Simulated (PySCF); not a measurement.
Geometries of 3 isomers of C3H10BN, from PBE0-D3(BJ)/def2-SVP geometry optimisation, gas phase in PySCF 2.14.0. One conformer each, no zero-point energy, no frequencies.

Question: Which isomer lies lowest at this level?
A.
```xyz
15
angstrom
B     -2.657   -0.053   -0.066
N     -1.423   -0.315    0.514
C     -0.178    0.379    0.281
C      0.871   -0.481   -0.415
C      2.180    0.256   -0.640
H     -3.601   -0.750    0.227
H     -2.754    0.867   -0.848
H     -1.342   -1.091    1.163
H      0.234    0.751    1.237
H     -0.398    1.267   -0.332
H      1.051   -1.389    0.188
H      0.455   -0.832   -1.375
H      2.623    0.590    0.312
H      2.920   -0.382   -1.145
H      2.033    1.151   -1.266
```
B.
```xyz
15
angstrom
C      2.011    0.620   -0.004
N      1.062   -0.440    0.207
B     -0.331   -0.418    0.030
C     -1.061    0.905   -0.458
C     -1.158   -1.733    0.331
H      2.564    0.872    0.918
H      1.492    1.530   -0.335
H      2.757    0.364   -0.777
H      1.482   -1.309    0.520
H     -0.914    1.732    0.259
H     -2.145    0.766   -0.578
H     -0.665    1.259   -1.425
H     -1.707   -2.052   -0.572
H     -1.932   -1.531    1.092
H     -0.556   -2.588    0.679
```
C.
```xyz
15
angstrom
C     -2.390   -0.341   -0.386
C     -1.260    0.639   -0.071
B      0.146    0.171   -0.616
N      1.276    0.111    0.197
C      2.609   -0.282   -0.183
H     -3.372    0.033   -0.054
H     -2.230   -1.314    0.105
H     -2.459   -0.535   -1.468
H     -1.226    0.845    1.015
H     -1.486    1.611   -0.550
H      0.282   -0.151   -1.782
H      1.184    0.371    1.174
H      2.951   -1.176    0.368
H      2.625   -0.521   -1.255
H      3.344    0.521   -0.004
```

Answer: B. That is `B(C)(C)NC`, 11.8 kcal/mol below the next.

| SMILES | atoms numbered as above | E (Eh) | relative (kcal/mol) | relative (kJ/mol) | dipole (D) |
| --- | --- | --- | --- | --- | --- |
| CNB(C)C | [CH3:1][NH:2][B:3]([CH3:4])[CH3:5] | -199.61383 | 0.0 | 0.0 | 1.44 |
| CCBNC | [CH3:1][CH2:2][BH:3][NH:4][CH3:5] | -199.59501 | 11.8 | 49.4 | 1.83 |
| BNCCC | [BH2:1][NH:2][CH2:3][CH2:4][CH3:5] | -199.58533 | 17.9 | 74.8 | 2.28 |
